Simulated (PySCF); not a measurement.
## IF₂⁻: breathing scan

Method: PySCF, PBE0, basis I def2-TZVPD with ECP28, F def2-TZVPD (scalar-relativistic core potentials, no spin–orbit coupling, density fitting).

Rigid scan from the singlet minimum (I–F 2.082 Å (×2); F–I–F 180.0°). Coordinate: all bonds to the central atom scaled together. Energies in kJ/mol from the minimum.

Task: Predict the curve at 0.88, 0.92, 0.96, 1.00, 1.04, 1.08, 1.14, 1.22, 1.35.

Result: 
| scale of all bonds to the centre | E (kJ/mol) |
| --- | --- |
| 0.88 | 125.2 |
| 0.92 | 48.2 |
| 0.96 | 10.5 |
| 1.00 | 0.0 |
| 1.04 | 8.0 |
| 1.08 | 28.3 |
| 1.14 | 72.4 |
| 1.22 | 142.5 |
| 1.35 | 255.7 |

At long bonds a restricted determinant can lie too high, and another spin state can fall below this curve.

Other isomers or separated fragments may lie lower.
